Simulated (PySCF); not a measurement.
Gas-phase reaction: CHClF2 + CH2FCF3 → CHF + CClF3 + CH2F2

Computed with PySCF and rigid-rotor harmonic-oscillator thermochemistry at 1 bar. † marks an energy on the PBE0/def2-TZVP geometry and frequencies; other levels use their own. All species are closed-shell singlets. CHF: computed as isolated molecules; such fragments, hydroxides, amides, oligomers or adducts are transient or little studied in the gas.

r2SCAN/def2-TZVP† gives ΔH°(298 K) = 399 kJ.

What do PBE/def2-SVP, LDA/def2-TZVP†, HF/def2-TZVP† give?

PBE/def2-SVP: 401 kJ; LDA/def2-TZVP†: 447 kJ; HF/def2-TZVP†: 339 kJ. For scale, ΔH°(298 K) is 399 kJ at this level, 376 kJ at ωB97M-V/def2-TZVP†, and runs from 339 to 447 kJ over the 20 levels computed.
